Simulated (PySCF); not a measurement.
Species: C5H6ClFO2 (charge -1 and doublet state).
Cartesian coordinates in Å at the GFN2-xTB level; atoms count from 1:
```xyz
15
C5H6ClFO2 angstrom
O     -1.1453   -1.5431   -1.2703
C     -0.2610   -0.7179   -0.8812
C      1.0783   -1.0612   -0.6327
C      2.0605   -0.2088   -0.1890
Cl     3.6925   -0.7776    0.0288
C     -0.6795    0.7388   -0.6673
O     -0.5230    1.1963    0.6993
C     -1.1984    0.4599    1.6067
F     -2.5066    0.9344    1.7791
H      1.3423   -2.0965   -0.8111
H      1.9476    0.8300    0.0526
H     -1.7279    0.8542   -0.9681
H     -0.0539    1.4254   -1.2446
H     -0.7263    0.5709    2.5913
H     -1.3039   -0.5969    1.3234
```

The hyperfine couplings belong to this conformer and change with its torsions.

As a line formula: `[O-][C](/C=C/Cl)COCF` [radical] (charge -1).

Method: UKS B3LYP, pcH-1 on C Cl F H O, non-relativistic, mean-field spin-orbit, GIAO (PySCF). Whether the extra electron is bound in the gas phase wasn't checked; a finite basis holds it in any case. The geometry wasn't refined by DFT: couplings that depend on bond lengths, twists or pyramidal angles can differ widely from those at the functional's own minimum, by a factor of two or more for some ions and for spin on atoms past the first row. Stability of the SCF solution: not tested.

The largest Mulliken spin populations are on C4 (+0.50), O1 (+0.29) and C2 (+0.23). Three atoms exceed +0.15.

(1) McConnell's relation a(H) = Q·ρ ties the coupling of a proton on a planar π carbon to the spin population of that carbon. What Q do the computed values give?

Answers

(1) 
| H | C | ρ(C) | a(H) (G) | a/ρ (G) |
| --- | --- | --- | --- | --- |
| H11 | C4 | +0.495 | -12.72 | -25.7 |

One proton gives one ratio, Q = -25.7 G, and no test of linearity. In McConnell's picture π spin on carbon polarises the C–H bond and leaves opposite spin at the proton, which makes Q negative, as found here.

Couplings in gauss use g_iso = 2.0049.

Hardware: Intel Xeon at 2.50 GHz, one thread, shared host with 64 logical CPUs at a one-minute load of 62. Cost: 4.3 min of wall time (grids of density and orbitals included), 0.97 GiB resident at most.

The SMILES draws the unpaired electron on C2; the largest computed Mulliken spin population is on C4 (0.50 against 0.23).
